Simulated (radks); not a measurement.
Q: The table gives one normalised radial function P(r) = r R(r) of Pt60+ in [Ar] (r in bohr). Method: scalar-relativistic Kohn-Sham, LB94 model potential, spin-polarised, spherical densities, finite nucleus; Fermi nuclear charge, rms radius 5.427 fm; computed with a radial shooting solver on a logarithmic mesh with Libxc functionals.

| r | P |
|---|---|
| 0.0007122 | 0.2977 |
| 0.0008839 | 0.3503 |
| 0.001097 | 0.4105 |
| 0.001362 | 0.4786 |
| 0.00169 | 0.5546 |
| 0.002097 | 0.6376 |
| 0.002603 | 0.7257 |
| 0.00323 | 0.8155 |
| 0.004009 | 0.9011 |
| 0.004976 | 0.9741 |
| 0.006176 | 1.0222 |
| 0.007665 | 1.0290 |
| 0.009513 | 0.9744 |
| 0.01171 | 0.8430 |
| 0.01454 | 0.6047 |
| 0.01804 | 0.2509 |
| 0.02239 | -0.2102 |
| 0.02779 | -0.7364 |
| 0.03449 | -1.2389 |
| 0.0428 | -1.5792 |
| 0.05312 | -1.5915 |
| 0.06593 | -1.1396 |
| 0.08183 | -0.2080 |
| 0.1016 | 1.0131 |
| 0.126 | 2.1317 |
| 0.1552 | 2.7052 |
| 0.1926 | 2.5620 |
| 0.239 | 1.8327 |
| 0.2967 | 0.9701 |
| 0.3682 | 0.3626 |
| 0.457 | 0.0894 |
| 0.5672 | 0.0133 |

Which n and l does it have? It may be an empty orbital.

A: n = 3, l = 0: the number of nodes gives n - l - 1 = 2, the rise at small r (about r^(l+1), flatter next to the nucleus through relativity) gives l, and the extent must fit the shell. The curve is that of 3s. 3s: eigenvalue -7176.2 eV, 2 radial nodes at r = 0.0204, 0.0851 bohr, <r> = 0.176 bohr, 90 % of the charge inside 0.255 bohr.
